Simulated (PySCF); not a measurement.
Isomers of C4H10Si2, one GFN2-xTB conformer each. Single-point energies are computed at PBE0/pcSseg-1 (PySCF, gas phase, no added dispersion term), electronic only.

Question: Rank them by PBE0/pcSseg-1 energy, lowest first (kJ/mol).
A. `[SiH3]CC#CC[SiH3]`
B. `[CH2:1]=[CH:2][C@:3]1([SiH3:4])[CH2:5][SiH2:6]1` with C1–C2–C3–Si4 146°

Answer: B (0.0), A (7.8).

As drawn, the lower has a three-membered ring and a C=C bond outside aromatic rings, which the higher lacks; the higher has a C≡C bond, which the lower lacks. Neighbours under 10 kJ/mol apart (C=C[C@]1([SiH3])C[SiH2]1 and [SiH3]CC#CC[SiH3]) can change places with a better method, another conformer or zero-point energy. GFN2-xTB itself gives, in the same order: 58.0, 0.0. GFN2-xTB puts [SiH3]CC#CC[SiH3] lowest instead.

Q: Which frontier levels, dipoles and rotational constants go with these structures?

A: 
```json
{"SMILES": "C=C[C@]1([SiH3])C[SiH2]1", "HOMO (eV, PBE0/pcSseg-1)": "-6.34", "LUMO (eV)": "-0.40", "dipole (D)": "0.94", "A, B, C (MHz)": "2546, 2068, 1381"}
{"SMILES": "[SiH3]CC#CC[SiH3]", "HOMO (eV, PBE0/pcSseg-1)": "-6.80", "LUMO (eV)": "0.64", "dipole (D)": "0.46", "A, B, C (MHz)": "4524, 828.7, 718.4"}
```
